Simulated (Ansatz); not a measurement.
Basis-set extrapolation for C₂H₅BO (`BCC=O`) (PBE0-D4/def2-TZVP geometry, frozen core, Ansatz 0.2.0). Multiplicity 1, RHF reference.

```csv
,def2-TZVPP,def2-QZVPP
HF,-178.236511,-178.244950
MP2 correlation,-0.656844,-0.702656
CCSD(T) correlation,-0.716291,not run
```

Energies in hartree. Use E(X) = E(∞) + A·exp(−7.88·√X) for Hartree–Fock and E(X) = E(∞) + B·X^(−2.97) for correlation, with X = 3 and 4, and add CCSD(T) minus MP2 of the smaller set to the MP2 limit.

What is the CCSD(T) energy at the basis-set limit?

HF limit: -178.244950 + (-0.008439) × 0.13774 = -178.24611. MP2 limit: -0.702656 + (-0.045812) × 0.74074 = -0.73659. Higher-order term: -0.716291 − (-0.656844) = -0.05945. Total: -179.04215 hartree, 234.6 kJ/mol below CCSD(T)/def2-TZVPP.
